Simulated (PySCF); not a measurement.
# Two-component Hartree-Fock for Au⁷³⁺ (gold, charge +73)

Start: [He] 2s2 2p2; 2p1/2 filled at m_j = -1/2, +1/2. Calculated with PySCF 2.14 in an even-tempered Gaussian basis (16 s from 62 bohr⁻², ratio 2.4; 13 p from 81 bohr⁻², ratio 2.4; 5 d from 260 bohr⁻², ratio 2.6; 4 f from 390 bohr⁻², ratio 2.6): generalised Hartree-Fock with the X2C-1e Hamiltonian and a Gaussian nucleus; one run each with spin-orbit coupling (SO) switched off, then screened by Boettger's factors.

```tsv
spinor shell	electrons	ε, spin-free (eV)	ε, screened SO (eV)	weight of nominal j (screened SO)	rms radius, screened SO (bohr)
1s1/2	2	-89694.8	-89599.9	1.000	0.0190
2s1/2	2	-21846.2	-21816.9	1.000	0.0743
2p1/2	2	-20146.8	-21511.6	1.000	0.0624
```

```csv
quantity,spin-free,screened SO
E (hartree),-9968.76175,-10071.78522
M_J,0,0
⟨J²⟩,2.000,0.000
⟨L²⟩,2.000,1.333
⟨S²⟩,2.000,1.333
```

Breit and QED terms are absent; they matter most for the inner s and p1/2 levels.

Densities and radii are taken from the X2C orbitals without a picture-change correction, which distorts them close to the nucleus.

Without spin-orbit coupling the j labels of p, d and f shells carry no meaning; the spin-free column gives the mean over the occupied spinors of each nl shell.
